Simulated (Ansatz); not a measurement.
Reaction (formal exchange of groups at the Sn–H bond): `O[CH2][SnH3]` + `C=C=C(C)S` → `O[CH2][SnH2][SH]` + `C=C=CC`

Calculated with Ansatz (gas phase, PBE0-D4/def2-TZVP geometries, no zero-point term in ΔE). CBS: MP2 limit from def2 TZ/QZ plus the TZ coupled-cluster correction, frozen cores. DFT in def2-TZVPP. B3LYP here is the variant with VWN-RPA as its local correlation; programs differ in this. Elements past krypton have def2 core potentials. For Sn outer-core shells are correlated without core-valence functions, which leaves a few kJ/mol of doubt a bond. One conformer a species, not always the lowest.

```json
{"level": "ωB97X-V", "ΔE (eV)": "-1.16"}
{"level": "PBE", "ΔE (eV)": "-1.15"}
{"level": "r2SCAN", "ΔE (eV)": "-1.18"}
{"level": "B3LYP", "ΔE (eV)": "-1.18"}
{"level": "HF/def2-TZVPP", "ΔE (eV)": "-1.23"}
{"level": "CCSD(T)/def2-TZVPP", "ΔE (eV)": "-1.15"}
{"level": "HF/CBS(def2)", "ΔE (eV)": "-1.23"}
{"level": "MP2/CBS(def2)", "ΔE (eV)": "-1.23"}
```

Task: What does CCSD(T)/CBS give? (An estimate is asked.)

Result: Ansatz gave: -1.23 eV. The listed levels differ from it by 0.07, 0.08, 0.05, 0.05, 0.00, 0.08, 0.00, 0.00 eV.

Largest T1 diagnostic among the species: 0.012.

In def2-TZVPP, CCSD(T) changes the Hartree–Fock value by +0.09 eV (the triples alone add +0.01 eV) and MP2 by +0.08 eV.
